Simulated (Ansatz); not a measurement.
Computed with Ansatz (an electronic-structure program) with frozen-core CCSD(T)/cc-pVTZ // PBE0-D3(BJ)/def2-TZVP. The restricted HF reference is unstable towards unrestricted orbitals.

Ansatz 0.2 input:
```yaml
crystal:
  periodic: [false, false, false]
  atoms:
    - { symbol: N, position_ang: [-1.266059, -0.071689, 0.000735] }
    - { symbol: B, position_ang: [0.005433, 0.467948, -0.042931] }
    - { symbol: B, position_ang: [1.307735, 1.271833, -0.110806] }
    - { symbol: C, position_ang: [1.56387, -0.052127, 0.012038] }
    - { symbol: H, position_ang: [-2.090106, 0.500614, -0.055643] }
    - { symbol: H, position_ang: [-1.450433, -1.055675, 0.090209] }
    - { symbol: H, position_ang: [1.92956, -1.060906, 0.106399] }
basis:
  gaussian: { orbitals: cc-pVTZ }
correlation:
  method: ccsd_t
```

Output:

```
Functional definition: HF
932 factors; integrals over basis functions are off by at most 1.1e-3 eV
mean field evaluation 1: about -3898.3691 eV, gradient 3.8e1 eV
mean field evaluation 2: about -3898.3723 eV, gradient 3.8e1 eV
mean field evaluation 4: about -3901.8276 eV, gradient 4.3e0 eV
mean field evaluation 8: about -3901.9089 eV, gradient 2.1e-1 eV
mean field evaluation 16: about -3901.8936 eV, gradient 1.4e0 eV
mean field -3901.90958148 eV, -143.3925323099 hartree, gradient 3.6e-6 eV, S^2 0.000000; 0 other end points of the search recorded, 0 dependent functions left out; unrestricted orbitals would lower it
4 core orbitals not correlated
reference -3901.90958148 eV, -143.3925323099 hartree; 9, 9 occupied and 149, 149 virtual orbitals, 932 factors
second order -15.23325911 eV of doubles, -0.00000000 eV of singles
cycle   1  -15.24781500 eV  change   -1.5e-2 eV  update   9.3e-2
cycle   2  -15.65535317 eV  change   -4.1e-1 eV  update   3.1e-2
cycle   3  -15.75357853 eV  change   -9.8e-2 eV  update   1.6e-2
cycle   4  -15.74530048 eV  change    8.3e-3 eV  update   4.4e-3
cycle   5  -15.74611264 eV  change   -8.1e-4 eV  update   2.0e-3
cycle   6  -15.74661347 eV  change   -5.0e-4 eV  update   5.9e-4
cycle   7  -15.74631942 eV  change    2.9e-4 eV  update   2.6e-4
cycle   8  -15.74634535 eV  change   -2.6e-5 eV  update   1.1e-4
cycle   9  -15.74637174 eV  change   -2.6e-5 eV  update   4.6e-5
cycle  10  -15.74634241 eV  change    2.9e-5 eV  update   2.0e-5
cycle  11  -15.74635381 eV  change   -1.1e-5 eV  update   9.3e-6
perturbative correction -0.85468078 eV, -0.0314089393 hartree
Total energy: -3918.51061607 eV, -144.0026090786 hartree
```

Cost: around 60 core-seconds (rough).
